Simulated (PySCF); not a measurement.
## Computed properties of B(F)(Me)(SMe) (C2H6BFS), SMILES FB(C)SC

C₂H₆BFS, SMILES CSB(C)F. Coordinates come from a PBE0-D3(BJ)/def2-SVP optimisation. The values are those of a single conformer. All values are computed for the isolated molecule unless a solvent is named; none is compared with measurement here.

**Structure.** The optimised structure has Cs symmetry. All 27 harmonic modes at PBE0-D3(BJ)/def2-SVP (PySCF) are real, so it is a minimum. With heavy atoms numbered as in [B:1]([F:2])([CH3:3])[S:7][CH3:8], the shortest bond between them is B1–F2 at 1.336 Å and the longest S7–C8 at 1.815 Å.

**Vibrations.** The strongest infrared lines (harmonic, unscaled, degenerate partners summed) lie at 1118 cm⁻¹ (223 km/mol, B 66 %, H 23 %), 1282 cm⁻¹ (183 km/mol, H 45 %, B 32 %, F 12 %, C 10 %), 1368 cm⁻¹ (178 km/mol, B 45 %, H 26 %, C 19 %, F 11 %). The softest mode is at 32 cm⁻¹ and the zero-point energy is 52.0 kcal/mol.

**Electronic structure.** M06-2X/def2-TZVP (PySCF) places the frontier levels at -8.58 and 0.74 eV, a gap of 9.32 eV, and gives a dipole moment of 2.75 D and a mean polarisability of 57.1 bohr³. PBE/def2-TZVP (PySCF) at the same geometry gives -6.21 and -1.07 eV, so its gap is 4.18 eV narrower. An orbital gap is neither the optical nor the fundamental gap.

**Excitations.** TDA-B3LYP/def2-SVPD (PySCF) has S1 at 6.21 eV (200 nm, f = 0.003, weak); the most intense of the 10 singlets computed lies at 6.34 eV (f = 0.17). T1 (TDA) is at 5.01 eV, 1.20 eV under S1. TDA-PBE/def2-SVPD (PySCF) puts S1 at 5.90 eV. No vertical singlet excitation falls in the visible range (under 3.1 eV).

**NMR.** GIAO shifts at PBE0/pcSseg-1 (PySCF) (non-relativistic, atoms alike by connectivity averaged): ¹³C from 3.9 to 16.8 ppm against TMS; ¹H from 0.9 to 2.3 ppm against TMS; ¹⁹F at -44.6 ppm against CFCl3; ¹¹B at 44.2 ppm against BF3.
